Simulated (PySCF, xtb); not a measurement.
trans-(1R,2R)-1-chloro-2-fluorocyclopropane (C3H4ClF), SMILES F[C@@H]1C[C@H]1Cl.

GFN2-xTB (xtb 6.7.1) at its own geometry gives an orbital gap of 6.80 eV and a dipole moment of 1.40 D.

Geometry: PBE0-D3(BJ)/def2-SVP.

Problem. What does B3LYP/def2-TZVP (PySCF) give? (Estimate from the structure and the level; the computed values follow.)

Solution. gap 7.96 eV (levels -7.76 and 0.21 eV), dipole 1.18 D.
